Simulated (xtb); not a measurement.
C3H8FNSi, SMILES N(/C)=C\[C@@H]([SiH3])F. All values are semi-empirical tight-binding results from xtb (GFN2-xTB unless named), good for trends rather than for accurate numbers. Coordinates come from a GFN2-xTB optimisation. The structure was generated by enumeration; whether it is a known compound was not checked. Other conformers were not sampled.

| Quantity | Value |
|---|---|
| orbital gap | 3.71 eV |
| dipole moment | 1.65 D |
| zero-point energy | 62.7 kcal/mol |
| G − E(el) at 298.15 K (modified RRHO) | 41.8 kcal/mol |
| static polarisability (D4 model) | 74.9 bohr³ |
| solvation energy, GFN2-xTB/ALPB(water) | -2.9 kcal/mol |
| solvation energy, GFN2-xTB/ALPB(octanol) | -4.7 kcal/mol |
